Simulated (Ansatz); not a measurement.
TiSiH$_{8}$O$_{4}$, singlet: at a first-order saddle point.

in.yaml

```yaml
crystal:
  periodic: [false, false, false]
  atoms:
    - {symbol: Si, position_ang: [-0.587410, -1.717569, -0.891478]}
    - {symbol: H, position_ang: [-0.408686, -0.130156, -1.206083]}
    - {symbol: H, position_ang: [0.093586, -1.485622, 1.514280]}
    - {symbol: O, position_ang: [-0.131958, -0.958530, 0.741077]}
    - {symbol: Ti, position_ang: [0.293610, 0.929966, 0.358068]}
    - {symbol: O, position_ang: [1.833788, 1.121302, -0.527211]}
    - {symbol: O, position_ang: [-0.958105, 2.116065, -0.114504]}
    - {symbol: O, position_ang: [0.634510, 1.311466, 2.081615]}
    - {symbol: H, position_ang: [-0.059596, -3.017294, -0.326709]}
    - {symbol: H, position_ang: [-0.187283, -1.950799, -2.325645]}
    - {symbol: H, position_ang: [-2.071134, -1.762032, -0.836186]}
    - {symbol: H, position_ang: [2.709629, 1.323622, -0.192756]}
    - {symbol: H, position_ang: [-1.341129, 2.325748, -0.967539]}
    - {symbol: H, position_ang: [0.179978, 1.893732, 2.692969]}
basis:
  gaussian: {orbitals: def2-TZVPP}
hamiltonian: {xc: pbe, dispersion: d4}
```

Command:

```bash
ansatz run in.yaml --threads 4 --pin off --events-out ev --progress --plain --max-ram 46080MiB --backend cuda --devices 0, --max-vram 37GiB
```

The run's output (Ansatz 0.2.0):

```
Functional definition: PBE
  name "PBE"
  cite "Perdew, Burke & Ernzerhof, Phys. Rev. Lett. 77, 3865 (1996) doi:10.1103/PhysRevLett.77.3865"
  parent pbe
  parameter kappa = 0.804
  parameter beta = 0.06672455060314922
  exchange = pbe_x(kappa = kappa, mu = beta*pi^2/3)
  correlation = pbe_c(beta = beta)
1796 factors; their error is unknown
mean field evaluation 1: about -39277.7178 eV, gradient 1.2e2 eV
mean field evaluation 2: about -38799.4171 eV, gradient 5.6e2 eV
mean field evaluation 4: about -39267.7121 eV, gradient 1.4e2 eV
mean field evaluation 8: about -39301.9370 eV, gradient 2.6e-1 eV
mean field -39301.93703664 eV, -1444.3195462868 hartree, gradient 1.5e-5 eV, S^2 0.000000; 0 other end points of the search recorded, 0 dependent functions left out
reference -39301.93709704 eV, -1444.3195485065 hartree; 38, 38 occupied and 304, 304 virtual orbitals, 1796 factors
Total energy: -39302.26704083 eV, -1444.3316737171 hartree
```

The run took 2.5 s on 4 CPU threads of an AMD EPYC 7R13 and a share of one NVIDIA H100 (shared host), with 0.83 GiB of host memory at its peak.
